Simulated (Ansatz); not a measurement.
A structure relaxed at PBE0-D4/def2-TZVP in Ansatz, charge 1, doublet:

Cartesian coordinates in Å:
```
Pb 0.484 0.268 -0.522
Cl -1.108 1.782 0.441
Cl 0.624 -2.050 0.080
```

Task: Give its formula and point group.

Result: the cluster PbCl2⁺. Point group C2v (tolerance 0.1 Å).

Task: Summarise the bond lengths by kind (pairs closer than 1.2 times the sum of covalent radii, bridged metal pairs left out).

Result: 2 × Cl–Pb 2.40 Å.

In the def2 sets Pb takes a core potential; there is no spin–orbit coupling. The relaxation made no stability test and no search for a lower SCF solution. Another isomer (doublet) lies 0.33 eV lower at PBE0-D4/def2-TZVP; other spin states weren't run for this one.
